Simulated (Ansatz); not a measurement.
Relaxation of B₃As₃H₁₂, a cluster cut from wurtzite BAs (hydrogen-capped) with RKS B3LYP-D4/def2-SVP.

```sh
$ ansatz run in.yaml --threads 4 --pin off --events-out ev --progress --plain --max-ram 4787MiB
```

```yaml
crystal:
  periodic: [false, false, false]
  atoms:
    - {symbol: As, position_ang: [-0.004010, -1.858900, -0.159760]}
    - {symbol: B, position_ang: [-1.800240, -1.032010, 0.387660]}
    - {symbol: As, position_ang: [-1.606660, 0.934310, -0.162460]}
    - {symbol: B, position_ang: [1.798100, -1.043810, 0.384930]}
    - {symbol: As, position_ang: [1.610100, 0.923580, -0.164150]}
    - {symbol: B, position_ang: [0.005990, 2.080700, 0.381570]}
    - {symbol: H, position_ang: [-0.010770, -3.354660, 0.047440]}
    - {symbol: H, position_ang: [-0.007850, -2.028190, -1.660210]}
    - {symbol: H, position_ang: [-2.707880, -1.553150, -0.180250]}
    - {symbol: H, position_ang: [-1.883920, -1.079410, 1.580510]}
    - {symbol: H, position_ang: [-1.757410, 1.013350, -1.662380]}
    - {symbol: H, position_ang: [-2.904170, 1.678850, 0.044240]}
    - {symbol: H, position_ang: [2.704140, -1.569220, -0.181480]}
    - {symbol: H, position_ang: [1.880590, -1.089810, 1.577580]}
    - {symbol: H, position_ang: [1.757180, 1.007890, -1.664520]}
    - {symbol: H, position_ang: [2.908150, 1.665520, 0.043420]}
    - {symbol: H, position_ang: [0.006420, 2.177670, 1.574260]}
    - {symbol: H, position_ang: [0.012250, 3.127280, -0.186410]}
basis:
  gaussian: {orbitals: def2-SVP}
hamiltonian: {xc: {name: B3LYP}, dispersion: d4}
scf: {lower_state_search: "off"}
output: {orbitals: {seedname: orbitals}}
relax: {f_tol: 0.02, max_steps: 100}
```

It took 36 s on 4 threads of Arm Neoverse V2 on a shared host, peak host memory 0.75 GiB.

Positions (Å) and forces (eV/Å) at steps 1, 2, 3, 4, 5 of 5:

```xyz
18
step=1 energy=-184729.5196 eV
As   -0.004   -1.859   -0.160   -0.011   -0.723   -0.371
B    -1.800   -1.032    0.388    0.227    0.116    0.148
As   -1.607    0.934   -0.162   -0.637    0.360   -0.365
B     1.798   -1.044    0.385   -0.231    0.121    0.140
As    1.610    0.924   -0.164    0.634    0.364   -0.371
B     0.006    2.081    0.382   -0.005   -0.258    0.147
H    -0.011   -3.355    0.047    0.003   -0.035    0.386
H    -0.008   -2.028   -1.660    0.004    0.283   -0.218
H    -2.708   -1.553   -0.180   -0.286   -0.163   -0.337
H    -1.884   -1.079    1.581    0.076    0.045    0.394
H    -1.757    1.013   -1.662    0.251   -0.136   -0.226
H    -2.904    1.679    0.044   -0.023    0.027    0.387
H     2.704   -1.569   -0.181    0.283   -0.163   -0.340
H     1.881   -1.090    1.578   -0.075    0.045    0.403
H     1.757    1.008   -1.665   -0.245   -0.143   -0.218
H     2.908    1.666    0.043    0.038    0.028    0.385
H     0.006    2.178    1.574   -0.001   -0.089    0.398
H     0.012    3.127   -0.186   -0.003    0.323   -0.342
18
step=2 energy=-184729.6106 eV
As   -0.005   -1.925   -0.203    0.001    0.419   -0.005
B    -1.770   -1.016    0.375   -0.110   -0.064   -0.025
As   -1.664    0.966   -0.205    0.362   -0.206   -0.004
B     1.765   -1.025    0.372    0.112   -0.060   -0.020
As    1.670    0.958   -0.206   -0.373   -0.208   -0.007
B     0.005    2.042    0.369    0.003    0.121   -0.023
H    -0.010   -3.399    0.195    0.003    0.280   -0.211
H    -0.007   -1.967   -1.726   -0.002   -0.280    0.156
H    -2.684   -1.540   -0.207   -0.187   -0.108   -0.010
H    -1.823   -1.045    1.583    0.008    0.004    0.091
H    -1.701    0.984   -1.728   -0.244    0.140    0.158
H    -2.939    1.705    0.192    0.244   -0.139   -0.214
H     2.677   -1.554   -0.211    0.185   -0.111   -0.011
H     1.819   -1.054    1.579   -0.005    0.001    0.095
H     1.706    0.977   -1.729    0.242    0.140    0.157
H     2.947    1.691    0.190   -0.239   -0.138   -0.209
H     0.006    2.106    1.576    0.002   -0.005    0.093
H     0.009    3.095   -0.216   -0.002    0.215   -0.011
18
step=3 energy=-184729.7143 eV
As   -0.005   -1.907   -0.237    0.000   -0.134    0.068
B    -1.778   -1.020    0.343    0.073    0.042    0.016
As   -1.649    0.957   -0.239   -0.116    0.067    0.067
B     1.773   -1.029    0.341   -0.073    0.042    0.016
As    1.654    0.949   -0.240    0.117    0.066    0.068
B     0.005    2.051    0.337    0.000   -0.083    0.016
H    -0.008   -3.341    0.245    0.000    0.029   -0.011
H    -0.007   -2.167   -1.727    0.000   -0.001   -0.062
H    -2.729   -1.566   -0.165   -0.016   -0.009    0.006
H    -1.742   -0.999    1.557   -0.042   -0.024   -0.016
H    -1.874    1.085   -1.730    0.000    0.000   -0.061
H    -2.889    1.678    0.242    0.024   -0.014   -0.011
H     2.721   -1.581   -0.169    0.015   -0.009    0.006
H     1.739   -1.008    1.555    0.041   -0.024   -0.016
H     1.878    1.076   -1.731    0.000    0.000   -0.061
H     2.898    1.663    0.240   -0.025   -0.014   -0.012
H     0.006    2.013    1.552    0.000    0.048   -0.017
H     0.008    3.146   -0.174    0.000    0.018    0.006
18
step=4 energy=-184729.7183 eV
As   -0.005   -1.915   -0.227    0.000   -0.025   -0.007
B    -1.780   -1.021    0.338   -0.015   -0.009    0.007
As   -1.656    0.961   -0.229   -0.022    0.012   -0.007
B     1.775   -1.031    0.336    0.015   -0.009    0.007
As    1.661    0.953   -0.230    0.022    0.012   -0.007
B     0.006    2.053    0.332    0.000    0.018    0.007
H    -0.009   -3.344    0.263    0.000    0.003   -0.002
H    -0.007   -2.179   -1.720    0.000    0.002    0.008
H    -2.724   -1.564   -0.190   -0.005   -0.003   -0.009
H    -1.781   -1.021    1.552    0.005    0.003    0.002
H    -1.885    1.091   -1.722    0.002   -0.001    0.008
H    -2.892    1.680    0.260    0.003   -0.001   -0.002
H     2.716   -1.578   -0.193    0.005   -0.003   -0.009
H     1.778   -1.031    1.550   -0.005    0.003    0.002
H     1.889    1.082   -1.724   -0.002   -0.001    0.008
H     2.901    1.665    0.257   -0.003   -0.001   -0.002
H     0.006    2.058    1.546    0.000   -0.006    0.002
H     0.008    3.141   -0.199    0.000    0.005   -0.009
18
step=5 energy=-184729.7184 eV
As   -0.005   -1.916   -0.226    0.000   -0.003   -0.005
B    -1.781   -1.022    0.337   -0.008   -0.005    0.003
As   -1.657    0.962   -0.228   -0.002    0.001   -0.004
B     1.776   -1.031    0.335    0.008   -0.005    0.003
As    1.662    0.953   -0.229    0.002    0.001   -0.004
B     0.006    2.055    0.332    0.000    0.010    0.003
H    -0.009   -3.345    0.265    0.000   -0.001    0.001
H    -0.007   -2.181   -1.718    0.000    0.000    0.001
H    -2.725   -1.564   -0.193    0.000    0.000   -0.001
H    -1.783   -1.022    1.551    0.000    0.000    0.001
H    -1.887    1.093   -1.720    0.000    0.000    0.001
H    -2.892    1.680    0.262   -0.001    0.001    0.001
H     2.716   -1.578   -0.196    0.000    0.000   -0.001
H     1.779   -1.032    1.549    0.000    0.000    0.001
H     1.891    1.083   -1.722    0.000    0.000    0.001
H     2.901    1.665    0.259    0.001    0.001    0.000
H     0.006    2.060    1.546    0.000    0.000    0.001
H     0.008    3.141   -0.202    0.000   -0.001   -0.001
```
